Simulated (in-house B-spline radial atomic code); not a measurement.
## Ionising Cu VIII (Cu7+) with different functionals

Computed with a radial B-spline atomic code at the basis-set limit: scalar-relativistic (spin-free X2C) Hamiltonian, Fermi nucleus of rms radius 3.8823 fm, spin-polarised at highest spin, spherical fractional occupations for the functionals, the average over the highest-spin determinants for Hartree-Fock. The ionisation energy is the difference of two self-consistent energies, [Ar] 3d4 → [Ar] 3d3, without Breit or QED terms; ε is the level of the shell that loses the electron (its least bound occupied spin orbital).

Hybrids are left out here: with spherical fractional occupations of an open shell their exact exchange keeps a self-interaction that integer-occupation calculations don't have.

```
           method          rung  ΔSCF (eV)  -ε(3d) (eV)
     Hartree-Fock  Hartree-Fock     167.33       169.43
         LDA VWN5           LDA     168.35       153.44
         LDA PW92           LDA     168.34       153.43
LDA exchange-only           LDA     166.50       151.64
              PBE           GGA     168.15       153.25
           PBEsol           GGA     168.10       153.20
             BLYP           GGA     168.03       153.11
             RPBE           GGA     168.10       153.20
             PW91           GGA     168.30       153.40
             BP86           GGA     168.16       153.25
             AM05           GGA     168.14       153.23
             OLYP           GGA     169.07       154.13
             TPSS      meta-GGA     168.04       153.17
             SCAN      meta-GGA     168.83       154.09
           r2SCAN      meta-GGA     168.86       154.11
          revTPSS      meta-GGA     167.96       153.10
```

Task: How do they compare with the NIST value?

Result: NIST lists 166 eV ± 2.1 (tabulated theory, ground level to ground level). Errors run from +0.50 to +3.07 eV; all lie within about twice that uncertainty, so the table can't rank the methods. Hartree-Fock also lacks correlation.
